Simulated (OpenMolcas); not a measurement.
Lines of Cl²⁺: computed and rescaled rates

| Item | Value |
| --- | --- |
| Program | OpenMolcas 26.06 |
| Method | MS-CASPT2, IPEA 0.25 Eh, imaginary shift 0.1 Eh (closed shells correlated: 2s 2p) |
| Basis | ANO-RCC-VTZP [5s4p2d1f] |
| Scalar Hamiltonian | DKH2, point nucleus |
| Active space | 5 electrons in 4 orbitals (3s 3p) |
| State averaging | 2S+1 = 4 odd, 1 root; 2S+1 = 2 odd, 11 roots kept (CI in the orbitals of an earlier block); 2S+1 = 4 even, 3 roots; 2S+1 = 2 even, 9 roots kept (CI in the orbitals of an earlier block) |
| Spin-orbit coupling | state interaction with AMFI integrals over the reference wave functions, term energies averaged over their components |

Rates come from the transition moments of the reference wave functions (E1 and E2 in the length form). At fixed line strength A goes as λ^-3 for E1 and M1 and as λ^-5 for E2, so a rate at the computed wavelength can be rescaled to the measured one. Measured vacuum wavelengths follow from level energies in Moore, Atomic Energy Levels, vol. I, NSRDS-NBS 35 (1971 reprint of NBS Circular 467, 1949). Branching counts decays inside the model space alone, at computed energies, and the table is only a selection of the E2 and M1 lines, drawn from those between levels with measured partners whose computed energy lies within a factor of 1.5 of the measured one.

```json
{"Upper": "3s² 3p³ ²P°_1/2", "Lower": "3s² 3p³ ²D°_5/2", "Type": "E2", "λ computed (nm)": "876.6", "λ measured (nm)": "855.3", "A computed (s-1)": "9.01e-02", "A rescaled (s-1)": "1.02e-01", "Branching %": "13.6"}
{"Upper": "3s² 3p³ ²P°_3/2", "Lower": "3s² 3p³ ²D°_5/2", "Type": "E2", "λ computed (nm)": "872.7", "λ measured (nm)": "848.4", "A computed (s-1)": "1.60e-01", "A rescaled (s-1)": "1.84e-01", "Branching %": "12.3"}
{"Upper": "3s² 3p³ ²P°_3/2", "Lower": "3s² 3p³ ²D°_5/2", "Type": "M1", "λ computed (nm)": "872.7", "λ measured (nm)": "848.4", "A computed (s-1)": "1.24e-01", "A rescaled (s-1)": "", "Branching %": "9.5"}
{"Upper": "3s² 3p³ ²P°_1/2", "Lower": "3s² 3p³ ²D°_3/2", "Type": "E2", "λ computed (nm)": "872.2", "λ measured (nm)": "850.4", "A computed (s-1)": "1.38e-01", "A rescaled (s-1)": "1.57e-01", "Branching %": "20.9"}
{"Upper": "3s² 3p³ ²P°_1/2", "Lower": "3s² 3p³ ²D°_3/2", "Type": "M1", "λ computed (nm)": "872.2", "λ measured (nm)": "850.4", "A computed (s-1)": "1.37e-01", "A rescaled (s-1)": "", "Branching %": "20.8"}
{"Upper": "3s² 3p³ ²P°_3/2", "Lower": "3s² 3p³ ²D°_3/2", "Type": "M1", "λ computed (nm)": "868.3", "λ measured (nm)": "843.6", "A computed (s-1)": "2.22e-01", "A rescaled (s-1)": "", "Branching %": "17.1"}
{"Upper": "3s² 3p³ ²P°_3/2", "Lower": "3s² 3p³ ²D°_3/2", "Type": "E2", "λ computed (nm)": "868.3", "λ measured (nm)": "843.6", "A computed (s-1)": "6.92e-02", "A rescaled (s-1)": "7.99e-02", "Branching %": "5.3"}
{"Upper": "3s² 3p³ ²D°_3/2", "Lower": "3s² 3p³ ⁴S°_3/2", "Type": "M1", "λ computed (nm)": "526.9", "λ measured (nm)": "553.9", "A computed (s-1)": "3.92e-03", "A rescaled (s-1)": "", "Branching %": "88.7"}
{"Upper": "3s² 3p³ ²D°_3/2", "Lower": "3s² 3p³ ⁴S°_3/2", "Type": "E2", "λ computed (nm)": "526.9", "λ measured (nm)": "553.9", "A computed (s-1)": "4.99e-04", "A rescaled (s-1)": "", "Branching %": "11.3"}
{"Upper": "3s² 3p³ ²D°_5/2", "Lower": "3s² 3p³ ⁴S°_3/2", "Type": "E2", "λ computed (nm)": "525.3", "λ measured (nm)": "551.9", "A computed (s-1)": "7.89e-04", "A rescaled (s-1)": "", "Branching %": "90.6"}
{"Upper": "3s² 3p³ ²D°_5/2", "Lower": "3s² 3p³ ⁴S°_3/2", "Type": "M1", "λ computed (nm)": "525.3", "λ measured (nm)": "551.9", "A computed (s-1)": "7.99e-05", "A rescaled (s-1)": "", "Branching %": "9.2"}
{"Upper": "3s² 3p³ ²P°_1/2", "Lower": "3s² 3p³ ⁴S°_3/2", "Type": "M1", "λ computed (nm)": "328.5", "λ measured (nm)": "335.4", "A computed (s-1)": "2.94e-01", "A rescaled (s-1)": "", "Branching %": "44.6"}
{"Upper": "3s² 3p³ ²P°_3/2", "Lower": "3s² 3p³ ⁴S°_3/2", "Type": "M1", "λ computed (nm)": "327.9", "λ measured (nm)": "334.4", "A computed (s-1)": "7.28e-01", "A rescaled (s-1)": "", "Branching %": "55.8"}
```

Spin-changing lines and M1 lines between different terms are not rescaled, since their strength hangs on the term gaps too.

The largest correction is for 3s² 3p³ ²P°_3/2 → 3s² 3p³ ²D°_3/2 (E2): 6.92e-02 × (868.3 / 843.6)^5 = 7.99e-02 s-1, a factor of 1.16.

No measured rate stands beside these. Rescaling mends the energy factor alone: line strengths can still be far off where a level mixes with configurations outside the active space, and weak or spin-changing lines hang on small mixing coefficients that depend on the term gaps too, so rescaling need not improve them.

Term energies are means over components that CASPT2 splits; among the terms shown or strongly mixed into the levels shown the widest spread is 1200 cm-1 (3s² 3p³ ²D°). Over all roots computed the reference weight is 0.87 to 0.96; the roots of lowest weight are the least certain, and an intruder state may touch them. Terms from blocks run as CI alone lack orbitals of their own. Computed and measured levels are paired by configuration, term and J; levels that our copy of the source lacks, or whose pairing is in doubt (as where it misses far off the trend of its configuration), stay unpaired. Levels of configurations outside the active space are missing.

° marks odd parity.
